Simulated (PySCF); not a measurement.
ScN: energy against distance

Set-up: basis Sc def2-TZVPP, N def2-TZVPP; no relativity; PySCF 2.14. Energies in eV from Sc (3d1 4s2) + N in their ground configurations at the same level. State: ³Σ⁺ (triplet), unpaired electrons σ ↑↑, a second solution, started from another occupation.

All columns are PBE0. A positive dipole means Sc(−)N(+).

```
R (Å)  E (eV)  μ (D)  Mulliken charge on Sc (basis-dependent)  HOMO (eV)  LUMO (eV)  Mayer bond order  ⟨S²⟩
1.409  -1.578  -1.17                                     0.24      -4.12      -3.49              2.64  2.00
1.474  -2.519  -1.68                                     0.29      -4.26      -3.40              2.55  2.00
1.540  -3.142  -2.15                                     0.33      -4.39      -3.30              2.49  2.00
1.589  -3.433  -2.49                                     0.36      -4.48      -3.23              2.46  2.00
1.638  -3.597  -2.81                                     0.37      -4.58      -3.17              2.45  2.00
1.687  -3.654  -3.12                                     0.38      -4.66      -3.11              2.45  2.01
1.753  -3.596  -3.51                                     0.37      -4.78      -3.05              2.45  2.01
1.835  -3.358  -3.95                                     0.36      -4.90      -3.01              2.44  2.01
1.933  -2.914  -4.39                                     0.35      -5.02      -3.01              2.39  2.03
2.064  -2.211  -4.45                                     0.33      -5.02      -3.06              2.15  2.28
```

A fit through these points gives, at Re = 1.693 Å, μ = -3.15 D and dμ/dR = -6.05 D/Å; the reduced mass is 10.68 u.

Problem. How strong is the fundamental in the double-harmonic approximation, I = 42.26·(dμ/dR)²/μred km/mol?

Solution. I = 42.26·(-6.05)²/10.68 = 145 km/mol at PBE0.

⟨S²⟩ of the unrestricted solution departs from its pure value on part of the curve, where spin states mix.
